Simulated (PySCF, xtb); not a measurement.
CH₅N₂S, SMILES NC([NH3+])=S, charge +1. Other conformers were not sampled.

Harmonic wavenumbers (cm⁻¹) from GFN2-xTB (xtb 6.7.1) at its own minimum, in rising order: 134, 270, 332, 382, 449, 504, 647, 850, 884, 905, 1064, 1331, 1386, 1400, 1415, 1533, 3182, 3198, 3206, 3427, 3477.

Question: What does PBE-D3(BJ)/def2-SVP run with PySCF give at its own minimum? (An estimate is asked for; the answer gives what the named calculation found.)

Answer: 140, 314, 362, 422, 505, 579, 618, 867, 947, 951, 1156, 1371, 1474, 1522, 1554, 1608, 3253, 3359, 3362, 3464, 3582. Paired by order, the mean absolute difference is 71 cm⁻¹ and the zero-point energies are 42.9 and 44.9 kcal/mol.
